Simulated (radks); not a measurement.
Values are calculated unless marked as measured or tabulated.
The mean radii <r> (bohr) of the occupied orbitals of an atom or ion are listed with their occupations. Level of theory: non-relativistic Kohn-Sham, PBE, spin-polarised, spherical densities, point nucleus (a radial shooting solver on a logarithmic mesh with Libxc functionals).

| orbital | occ. | <r> |
|---|---|---|
| 1s up | 1 | 0.04943 |
| 1s down | 1 | 0.04943 |
| 2s up | 1 | 0.2215 |
| 2s down | 1 | 0.2215 |
| 2p up | 3 | 0.1922 |
| 2p down | 3 | 0.1922 |
| 3s up | 1 | 0.6629 |
| 3s down | 1 | 0.6624 |
| 3p up | 3 | 0.6842 |
| 3p down | 3 | 0.6833 |
| 3d up | 5 | 0.7979 |
| 3d down | 5 | 0.7901 |
| 4s up | 1 | 2.101 |

Name the element and its charge. Open shells, if any, are filled with parallel spins first.

Answer. Z = 31, gallium, charge +2: Ga2+ in [Ar] 3d10 4s1. The 1s radius gives Z: for a bare nucleus <r> = 1.5/Z, 0.04839 bohr for Z = 31, and screening makes it slightly larger (0.04943 here). The occupations add up to 29, and the charge is Z minus that.
